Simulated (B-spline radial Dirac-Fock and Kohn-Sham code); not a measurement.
**Electron momentum distribution of Er³²⁺: Compton profiles**

System: the Er³²⁺ ion, [Ar] 3d10 4s2 4p6.

Input of the calculation (task.json; shells as n, l, electrons):

```json
{"items": [{
  "Z": 68,
  "q": 32,
  "cfg": [[1, 0, 2], [2, 0, 2], [2, 1, 6], [3, 0, 2], [3, 1, 6], [3, 2, 10], [4, 0, 2], [4, 1, 6]],
  "A": 166,
  "rrms": 5.2516,
  "do": ["scatter"],
  "s": [0.0, 0.1, 0.12, 0.15, 0.18, 0.22, 0.27, 0.33, 0.41, 0.5, 0.62, 0.76, 0.93, 1.13, 1.39, 1.7, 2.09, 2.56, 3.14, 3.84, 4.71, 5.77, 7.07],
  "pz": [0, 0.1, 0.15, 0.21, 0.31, 0.44, 0.64, 0.93, 1.4, 2.0, 2.9, 4.1, 6.0, 8.7, 13.0, 18.0, 27.0, 39.0, 56.0, 82.0, 120.0],
  "hv_scatter": [2000, 5000, 10000, 17479.3, 20000, 50000, 100000, 500000]
}]}
```

Command: `python xray_run.py task.json out`

Calculated with a radial finite-basis atomic code, using the impulse approximation on Dirac-Fock densities. pz is in atomic units of momentum; subshell profiles are per electron, for a selection of subshells; open shells are spread over both j values by their weights.

```
  pz    J total   J 1s1/2   J 3p1/2   J 4p3/2
   0      2.019    0.0113    0.0516     0.105
0.31      2.014    0.0113    0.0516     0.105
0.44      2.009    0.0113    0.0516     0.104
0.64      1.998    0.0113    0.0516     0.104
0.93      1.974    0.0113    0.0516     0.104
 1.4      1.917    0.0113    0.0516     0.102
   2      1.814    0.0113    0.0514    0.0970
 2.9      1.609    0.0113    0.0506    0.0802
 4.1      1.313    0.0112    0.0481    0.0487
   6     0.9789    0.0111    0.0401    0.0152
 8.7     0.7229    0.0108    0.0242   0.00934
  13     0.4101    0.0103   0.00671   0.00415
  18     0.2154   0.00944   0.00210  0.000768
  27    0.08605   0.00765   0.00175  0.000541
  39    0.03253   0.00532  0.000754  0.000204
  56    0.01138   0.00291  0.000170  3.68e-05
  82   0.003353   0.00111  2.38e-05  3.85e-06
 120  0.0008389  0.000315  2.92e-06    < 1e-6
```

J(0) = 2.019. The 4p3/2 subshell gives the largest part, 21 %.

Mean momentum ⟨p⟩ by subshell (a.u.): 1s1/2 68.1, 2s1/2 24.3, 2p1/2 32.2, 2p3/2 29.2, 3s1/2 12.5, 3p1/2 14.9, 3p3/2 14.0, 3d3/2 16.7, 3d5/2 16.4, 4s1/2 7.35, 4p1/2 8.22, 4p3/2 7.91.
